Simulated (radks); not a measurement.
Results of a calculation; reference values are marked as such.
Ionisation of Ag+, [Kr] 4d10, to Ag2+, [Kr] 4d9, under several functionals. Scalar-relativistic Kohn-Sham, spin-polarised, spherical densities, point nucleus; open shells are filled with parallel spins first (spin-orbit coupling, left out, can overturn this in heavy ions); a radial shooting solver on a logarithmic mesh with Libxc functionals.

functional                          E(Ag+) (hartree)  Exc (hartree)  IE (eV)  -e(HOMO) (eV)  <r> HOMO (bohr)  IE error (eV)
OLYP                                     -5317.89824     -151.19868   21.915         15.583            1.379         +0.430
PBEsol                                   -5313.21894     -146.35687   21.934         15.643            1.387         +0.449
BLYP                                     -5316.32860     -149.47828   21.861         15.584            1.392         +0.376
B86b exchange with PBE correlation       -5316.40167     -149.57439   21.955         15.662            1.387         +0.470
revPBE                                   -5315.97949     -149.15497   21.839         15.545            1.386         +0.354
AM05                                     -5311.07411     -144.19873   21.923         15.624            1.386         +0.439
exchange-only LDA                        -5306.41550     -139.45055   20.689         14.502            1.399         -0.795

NIST Atomic Spectra Database: 21.484 eV (measured). Closest: revPBE. The Delta-SCF values span 1.27 eV, the total energies 11.48 hartree. The highest occupied level is 4d. Open shells are spherical and high-spin; term and fine-structure splittings are not resolved.
